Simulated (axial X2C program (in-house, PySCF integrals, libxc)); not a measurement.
**CaSr: cheaper levels and CCSD(T), with spin–orbit coupling**

All values were computed with an in-house relativistic program for diatomic molecules. Two-component (2c) means X2C with spin–orbit coupling and atomic mean-field two-electron Coulomb and Gaunt terms. Basis: Sr dyall-cv3z [13s12p8d5f1g], Ca dyall-cv3z [11s12p6d4f] (cores contracted in-house); Gaussian nuclei, density fitting, unrestricted open shells. Masses: Sr 87.906 u, Ca 39.963 u.

State: Ω = 0 (closed shell); fragments Sr + Ca.

```tsv
level	Re (Å)	ωe (cm⁻¹)	De (eV)
PBE0	4.418	63.6	0.192
MP2	4.778	42.9	0.089
PW91	4.320	69.7	0.239
```

Correlated methods: 4 electrons correlated (number of frozen shells: Sr 4 s, 3 p, 1 d; Ca 3 s, 2 p), 316 virtual spin orbitals or spinors in MP2, 90 natural virtuals in coupled cluster.

CCSD(T), same Hamiltonian and basis:

Re = 4.629 Å, ωe = 49.5 cm⁻¹, De = 0.11 eV; T1 = 0.018 (Lee–Taylor normalisation).

(1) Give the differences from CCSD(T) in the columns below.

The state is a single determinant with fixed occupations, the lowest that a limited PBE0 search found. Dissociation energies refer to the lowest single-determinant-based atoms at the same level and basis. CCSD and (T) use frozen natural virtuals with an MP2 correction for the truncation; (T) itself is uncorrected, so its De runs slightly low. The outer-core s and p shells of the metal are frozen in the correlated rows, which leaves out core–valence correlation; for alkali and alkaline-earth bonds that tends to lengthen them. With the outer-core shells frozen, correlated bond lengths of heavy atoms tend to come out a few hundredths of an ångström too long. The levels of this run spread widely (ωe from 43 to 70 cm⁻¹), so these constants depend on the method. The bond is weak, and without diffuse functions and with truncated virtuals even CCSD(T) can be tens of per cent off in De.

## Answers

(1) 

```tsv
level	ΔRe (Å)	Δωe (cm⁻¹)
PBE0	-0.211	14.1
MP2	0.149	-6.6
PW91	-0.309	20.2
```
